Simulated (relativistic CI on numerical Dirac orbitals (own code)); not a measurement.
# Exchange splitting of the 3s photoelectron line of Fe5+

Problem. Fe5+ ([Ar] 3d3) has the spin S = 3/2. The exchange integral with a hole in 3s, calculated from Dirac-KLI orbitals and scaled by 0.8, is G^2(3s,3d) = 11.118 eV, with l = 2 the orbital momentum of the open shell. Find the splitting and the intensity ratio of the 3s line.

Working.
1. The electron left in 3s couples its spin to S, giving S + ½ = 2 and S − ½ = 1.
2. Van Vleck's theorem gives ΔE = (2S + 1) G^l/(2l + 1) = 4 × 11.118/5 = 8.89 eV, with the high-spin state at lower binding energy.
3. The intensities follow the multiplicities, (2S + 2) : 2S = (S + 1) : S = 1.67.

Check. The full multiplet calculation with spin-orbit coupling puts the centres of the two groups of its strongest lines 8.89 eV apart. Measured splittings are much smaller, often about half, when hole and open shell share n, because correlation inside the n = 3 shell lowers the low-spin state; the low-spin line also loses weight to satellites, so measured ratios exceed (S + 1)/S. The splitting still grows with S and serves to read the spin state.
